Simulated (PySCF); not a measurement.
PySCF input file for TeCl, SMILES Cl[Te], multiplicity 2, TDA-PBE/def2-TZVPD. Geometry: B3LYP-D3(BJ)/def2-TZVP. The multiplicity is an assumed one; other spin states were not compared. The def2 effective core potentials stand for the cores of Te; spin–orbit coupling is left out.

```python
import numpy as np
from pyscf import gto, scf, dft, tdscf

mol = gto.M(
    atom='''
    Te    0.00000000    0.00000000   -0.57649326
    Cl    0.00000000    0.00000000    1.76339115
    ''',
    basis='def2-TZVPD',
    ecp={'Te': 'def2-tzvp'},
    charge=0,
    spin=1,
    max_memory=1600,
    verbose=4,
)
mf = dft.UKS(mol, xc='pbe').density_fit(auxbasis='def2-universal-jkfit')
mf.grids.level = 3
mf.conv_tol = 1e-9
mf.max_cycle = 100
mf.kernel()
fine, coarse = mf.grids, dft.Grids(mol).set(level=1).build(with_non0tab=True)
for _ in range(3):  # follow internal instabilities
    mf.grids = coarse
    mo, _, stable, _ = mf.stability(return_status=True, nroots=4)
    mf.grids = fine
    if stable:
        break
    mf.kernel(mf.make_rdm1(mo, mf.mo_occ))
mf.grids = dft.Grids(mol).set(level=1).build(with_non0tab=True)  # coarser grid for the response kernel
td = tdscf.TDA(mf)
td.nstates = 10
td.conv_tol = 1e-4
td.positive_eig_threshold = 1e-6
td.kernel(x0=td.get_init_guess(mf, 15))
td.analyze(verbose=3)
```

Program output:

```
PySCF version 2.14.0

[INPUT] verbose = 4
[INPUT] num. atoms = 2
[INPUT] num. electrons = 41
[INPUT] charge = 0
[INPUT] spin (= nelec alpha-beta = 2S) = 1
[INPUT] symmetry False subgroup None
[INPUT] Mole.unit = angstrom
[INPUT] Symbol           X                Y                Z      unit          X                Y                Z       unit  Magmom
[INPUT]  1 Te     0.000000000000   0.000000000000  -0.576493260000 AA    0.000000000000   0.000000000000  -1.089414374058 Bohr   0.0
[INPUT]  2 Cl     0.000000000000   0.000000000000   1.763391150000 AA    0.000000000000   0.000000000000   3.332326323982 Bohr   0.0

nuclear repulsion = 92.2713537184343
number of shells = 35
number of NR pGTOs = 173
number of NR cGTOs = 105
basis = def2-TZVPD
ecp = {'Te': 'def2-tzvp'}


[settings echo left out]
init E= -686.633089455705
  alpha nocc = 21  HOMO = -0.645011932269648  LUMO = -0.615722632416191

WARN: beta  nocc = 20  HOMO -0.645011932269729 >= LUMO -0.645011932269637


WARN: HOMO -0.645011932269648 >= LUMO -0.645011932269637

cycle= 1 E= -724.879449756601  delta_E= -38.2  |g|= 2.69  |ddm|= 19.6
  alpha nocc = 21  HOMO = -0.104072179170236  LUMO = -0.0994212842991458
  beta  nocc = 20  HOMO = -0.101545542947133  LUMO = -0.100433367812883
  HOMO = -0.101545542947  LUMO = -0.100433367813  gap/eV = 0.03026
cycle= 2 E= -684.110721865943  delta_E= 40.8  |g|= 12.1  |ddm|= 8.47
  alpha nocc = 21  HOMO = -0.0130293682259033  LUMO = 0.00127011498114638
  beta  nocc = 20  HOMO = -0.0495106584833456  LUMO = 0.0012359944926851
  HOMO = -0.0130293682259  LUMO = 0.00123599449269  gap/eV = 0.38818
cycle= 3 E= -724.272770899015  delta_E= -40.2  |g|= 2.48  |ddm|= 4.87
  alpha nocc = 21  HOMO = -0.273728623042154  LUMO = -0.170442893391239
  beta  nocc = 20  HOMO = -0.267985232416891  LUMO = -0.253566140232145
  HOMO = -0.267985232417  LUMO = -0.253566140232  gap/eV = 0.39236
cycle= 4 E= -727.618973134277  delta_E= -3.35  |g|= 0.737  |ddm|= 3.93
  alpha nocc = 21  HOMO = -0.183134363220675  LUMO = -0.13074587907043
  beta  nocc = 20  HOMO = -0.181116160041947  LUMO = -0.180015830912688
  HOMO = -0.181116160042  LUMO = -0.180015830913  gap/eV = 0.02994
cycle= 5 E= -727.688942600437  delta_E= -0.07  |g|= 0.75  |ddm|= 1.54
  alpha nocc = 21  HOMO = -0.174710193682632  LUMO = -0.0951354964839818
  beta  nocc = 20  HOMO = -0.161187467220399  LUMO = -0.159890670621662
  HOMO = -0.16118746722  LUMO = -0.159890670622  gap/eV = 0.03529
cycle= 6 E= -728.005819264756  delta_E= -0.317  |g|= 0.233  |ddm|= 0.691
  alpha nocc = 21  HOMO = -0.207880448218184  LUMO = -0.122622693906722
  beta  nocc = 20  HOMO = -0.195607436191529  LUMO = -0.194458889225432
  HOMO = -0.195607436192  LUMO = -0.194458889225  gap/eV = 0.03125
cycle= 7 E= -728.040192711782  delta_E= -0.0344  |g|= 0.11  |ddm|= 0.288
  alpha nocc = 21  HOMO = -0.211971128179218  LUMO = -0.125614394380755
  beta  nocc = 20  HOMO = -0.201873086101645  LUMO = -0.199584106579829
  HOMO = -0.201873086102  LUMO = -0.19958410658  gap/eV = 0.06229
cycle= 8 E= -728.044335798265  delta_E= -0.00414  |g|= 0.03  |ddm|= 0.117
  alpha nocc = 21  HOMO = -0.206565689799886  LUMO = -0.121568433786964
  beta  nocc = 20  HOMO = -0.197272489244922  LUMO = -0.19368074151077
  HOMO = -0.197272489245  LUMO = -0.193680741511  gap/eV = 0.09774
cycle= 9 E= -728.044820491783  delta_E= -0.000485  |g|= 0.00528  |ddm|= 0.0423
  alpha nocc = 21  HOMO = -0.206542818300334  LUMO = -0.121801418998746
  beta  nocc = 20  HOMO = -0.197534416986002  LUMO = -0.193177040600481
  HOMO = -0.197534416986  LUMO = -0.1931770406  gap/eV = 0.11857
cycle= 10 E= -728.04482796914  delta_E= -7.48e-06  |g|= 0.00303  |ddm|= 0.00442
  alpha nocc = 21  HOMO = -0.206597549166856  LUMO = -0.121746880421911
  beta  nocc = 20  HOMO = -0.197663367629225  LUMO = -0.193202981764642
  HOMO = -0.197663367629  LUMO = -0.193202981765  gap/eV = 0.12137
cycle= 11 E= -728.044833777272  delta_E= -5.81e-06  |g|= 0.000487  |ddm|= 0.00344
  alpha nocc = 21  HOMO = -0.206662398305402  LUMO = -0.121824409077911
  beta  nocc = 20  HOMO = -0.197747875579664  LUMO = -0.193298735100246
  HOMO = -0.19774787558  LUMO = -0.1932987351  gap/eV = 0.12107
cycle= 12 E= -728.044833901562  delta_E= -1.24e-07  |g|= 2.46e-05  |ddm|= 0.00051
  alpha nocc = 21  HOMO = -0.206656229817543  LUMO = -0.121820449565433
  beta  nocc = 20  HOMO = -0.197743330830401  LUMO = -0.19329715895385
  HOMO = -0.19774333083  LUMO = -0.193297158954  gap/eV = 0.12099
cycle= 13 E= -728.044833902045  delta_E= -4.83e-10  |g|= 1.09e-05  |ddm|= 5.54e-05
  alpha nocc = 21  HOMO = -0.206657568325412  LUMO = -0.121822477360011
  beta  nocc = 20  HOMO = -0.197744488182075  LUMO = -0.193298424958887
  HOMO = -0.197744488182  LUMO = -0.193298424959  gap/eV = 0.12098
Extra cycle  E= -728.044833901685  delta_E= 3.59e-10  |g|= 2.67e-05  |ddm|= 4.46e-05
converged SCF energy = -728.044833901685  <S^2> = 0.75229656  2S+1 = 2.0022952
tot grids = 14344
uhf_internal: lowest eigs of H = [5.11450379e-06 9.37741599e-02 1.96436178e-01 2.06216560e-01]
<class 'pyscf.df.df_jk.DFUKS'> wavefunction is stable in the internal stability analysis
tot grids = 14344
Overwritten attributes  positive_eig_threshold  of <class 'pyscf.tdscf.uks.TDA'>


******** <class 'pyscf.tdscf.uks.TDA'> for <class 'pyscf.df.df_jk.DFUKS'> ********
nstates = 10
deg_eia_thresh = 1.000e-03
wfnsym = None
conv_tol = 0.0001
eigh lindep = 1e-12
eigh level_shift = 0
eigh max_cycle = 100


Excitation energies (eV)
[0.10423708 1.69681718 2.42195143 2.87455569 3.20482349 3.5798157
 4.483906   4.7544485  4.97364009 5.15284607]

** Excitation energies and oscillator strengths **
Excited State   1:      0.10424 eV  11894.44 nm  f=0.0000
Excited State   2:      1.69682 eV    730.69 nm  f=0.0000
Excited State   3:      2.42195 eV    511.92 nm  f=0.0005
Excited State   4:      2.87456 eV    431.32 nm  f=0.0002
Excited State   5:      3.20482 eV    386.87 nm  f=0.0000
Excited State   6:      3.57982 eV    346.34 nm  f=0.0257
Excited State   7:      4.48391 eV    276.51 nm  f=0.0015
Excited State   8:      4.75445 eV    260.78 nm  f=0.0000
Excited State   9:      4.97364 eV    249.28 nm  f=0.0001
Excited State  10:      5.15285 eV    240.61 nm  f=0.0040
```

Self-consistency was reached.
